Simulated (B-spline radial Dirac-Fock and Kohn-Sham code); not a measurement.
# Two-hole binding energies of Sr⁷⁺

System: the Sr⁷⁺ ion, [Ar] 3d10 4s2 4p1.

The run's input, task.json:

```json
{"items": [{
  "Z": 38,
  "q": 7,
  "cfg": [[1, 0, 2], [2, 0, 2], [2, 1, 6], [3, 0, 2], [3, 1, 6], [3, 2, 10], [4, 0, 2], [4, 1, 1]],
  "A": 88,
  "rrms": 4.224,
  "do": ["binding", "quiet", "double"]
}]}
```

Command: `python xray_run.py task.json out`

Calculated with a B-spline atomic structure program, using Dirac-Fock energy differences between relaxed states, corrected for Breit and QED terms. U is the two-hole binding energy less the two single-hole energies, the effective repulsion of the holes after relaxation. Each two-hole energy is an average over J within one jj subconfiguration.

```tsv
holes	E(a) (eV)	E(b) (eV)	E(ab) (eV)	U (eV)
1s⁻²	16230.4	16230.4	33040.9	580.0
1s⁻¹ 2p3/2⁻¹	16230.4	2063.9	18450.9	156.5
1s⁻¹ 3p3/2⁻¹	16230.4	390.6	16673.3	52.2
1s⁻¹ 3d3/2⁻¹	16230.4	253.5	16531.1	47.1
2p1/2⁻²	2131.3	2131.3	4383.6	121.1
2s⁻¹ 3p1/2⁻¹	2345.0	401.3	2793.8	47.4
2s⁻¹ 3p3/2⁻¹	2345.0	390.6	2782.4	46.8
2s⁻¹ 3d5/2⁻¹	2345.0	251.7	2644.4	47.6
2p3/2⁻¹ 3s⁻¹	2063.9	480.2	2591.4	47.2
2p1/2⁻¹ 3p3/2⁻¹	2131.3	390.6	2569.8	48.0
2p3/2⁻¹ 3p1/2⁻¹	2063.9	401.3	?	?
2p3/2⁻¹ 3d5/2⁻¹	2063.9	251.7	2362.8	47.1
3p3/2⁻²	390.6	390.6	820.1	39.0
3d5/2⁻²	251.7	251.7	543.3	39.9
```

Q: Give the missing two-hole energy and U.

A: E(ab) = 2513.8 eV and U = 48.5 eV.

Run: 47 s of CPU time on 1 thread of Neoverse-N1 (shared host), peak memory 0.41 GiB.
